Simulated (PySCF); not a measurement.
How methods differ on the excitation energy of Zr

Zr [Kr] 4d2 5s2 (3F) → Zr [Kr] 4d2 5s1 5p1 (high-spin determinant), as a difference of total energies. All numbers are calculated (PySCF 2.14, scalar relativity through the core potential, in aug-cc-pwCVDZ-PP with ECP28MDF). Correlated levels: valence: 4s2 4p6 frozen. The calculations carry no spin-orbit coupling.

| method | excitation energy (eV) |
| --- | --- |
| UHF | 0.825 |
| MP2 (valence) | 1.584 |
| SCS-MP2 (valence) | 1.843 |
| CCSD (valence) | 1.727 |
| CCSD(T) (valence) | 1.775 |

How much does correlation contribute at CCSD(T) (valence)?

1.775 − (0.825) = 0.950 eV, measured against UHF.

The determinant of the upper state mixes LS terms, which raises its energy above the lowest term, most at the Hartree-Fock and MP2 levels.
